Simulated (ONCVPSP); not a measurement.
# What one change does to a pseudopotential (B, ONCV)

```json
{
 "Element": "boron (B)",
 "Generator": "ONCVPSP 4.0.1",
 "Type": "optimised norm-conserving Vanderbilt (ONCV)",
 "Functional": "LDA (Perdew-Zunger)",
 "Relativity": "scalar-relativistic",
 "Frozen core": "[He]",
 "Valence charge": "3",
 "Reference configuration": "2s2 2p0.5 (charge +0.5)",
 "Partial waves": "2s: rc 1.35 bohr, ncon 5, nbas 8, qcut 5.3 1/bohr, local; 2p: rc 2.50 bohr, ncon 4, nbas 9, qcut 6.1 1/bohr, 2 projectors, debl 3 Ha",
 "Local potential": "the s channel",
 "Core correction": "Teter function, fcfact 5.75, rcfact 1.35"
}
```

All-electron outer shells of the reference configuration (LDA (Perdew-Zunger), scalar-relativistic, ld1.x):

```json
{"shell": "1s", "level (eV)": "-184.52", "outermost node (bohr)": "–", "outermost maximum (bohr)": "0.21"}
{"shell": "2s", "level (eV)": "-14.06", "outermost node (bohr)": "0.46", "outermost maximum (bohr)": "1.48"}
{"shell": "2p", "level (eV)": "-8.20", "outermost node (bohr)": "–", "outermost maximum (bohr)": "1.48"}
```

Change: all radii but the core radius scaled by about 0.83 (s 1.12, p 2.06 bohr).

Cutoffs: the cutoffs (Ha) at which the residual kinetic energy of the hardest occupied pseudo-wave falls to 1 and 0.1 mHa per electron; they do not see the model core or the augmentation charge, which bear on the density cutoff. Errors are all-electron minus pseudo energies relative to the spin-unpolarised reference configuration.

Question: Predict the effect on cutoff, ghosts and configuration errors.

Answer: The potential gets harder (12 Ha and 25 Ha → 42 Ha and 118 Ha); of the 4 tests that both files solve, the error grows in 0 and shrinks in 4 by more than 15 % and 0.3 meV (median size 11.2 → 5.2 meV); neither file shows a bound ghost. A smaller radius makes the pseudo-wave follow the all-electron one further in, where it bends more sharply, so more plane waves are needed. Less of the atom is replaced, so other configurations are described better.

| quantity | base | changed |
| --- | --- | --- |
| cutoff, loose | 12 Ha | 42 Ha |
| cutoff, tight | 25 Ha | 118 Ha |
| loose cutoff by channel | s 12 Ha, p 10 Ha | s 42 Ha, p 12 Ha |
| bound ghosts | none | none |
| GHOST(+) flags under 300 eV | none | none |
| error for 2s2 2p1, meV [ΔE -2.94 eV] | +4.6 | +2.8 |
| error for 2s2 2p0, meV [ΔE 5.38 eV] | +12 | +7.6 |
| error for 2s1 2p0, meV [ΔE 30.69 eV] | +72 | +52 |
| error for 2s1 2p1, meV [ΔE 11.34 eV] | -10 | -2.7 |
| rms error of d²Exc/dni dnj with the model core, mHa | 1.46 | 1.31 |
